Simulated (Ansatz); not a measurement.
A made-up structure of CH4LiSn (charge +1), closed shell:

Li1  (-1.698, -1.469, 1.115)
C2  (-0.328, -0.923, -0.042)
Sn3  (0.331, 0.751, -0.031)
H4  (0.241, -1.560, -0.871)
H5  (-0.055, 1.144, -1.736)
H6  (-0.522, 1.750, 1.235)
H7  (2.030, 0.308, 0.329)
(Å)

It is relaxed with PBE-D4/def2-SVP and then PBE0-D4/def2-TZVP (Ansatz 0.2.0). Atoms count as bonded within 1.22 times the sum of their covalent radii (H–H: 0.88 Å). The end point is not checked to be a true minimum.

(1) Does its bonding change? (Judge from chemistry; the calculation decides.)

Results:

(1) Computed: Yes. Formed: none; broken: Li1–Sn3.

Where it ends: The first stage lowers the energy by 1.94 eV in 6 steps. It ends as CH₄LiSn ([Li][CH][SnH3]), total charge +1:
```
7
angstrom
Li -1.9533 -1.9531 1.1681
C -0.4532 -1.0934 0.0169
Sn 0.4367 0.8996 -0.0756
H 0.0672 -1.7000 -0.7435
H 0.1484 1.3798 -1.6811
H -0.3302 1.8587 1.0892
H 2.0844 0.6084 0.2261
```

Labels in which every atom is bracketed show which atoms are joined, not bond orders.

For scale, one of the runs: PBE0-D4/def2-TZVP relaxation, 119 basis functions, launched by `ansatz run in.yaml --threads 2 --pin off --events-out ev --progress --plain --max-ram 4352MiB`. The run took about 18 s on 2 CPU threads of an Arm Neoverse V1 (shared host).
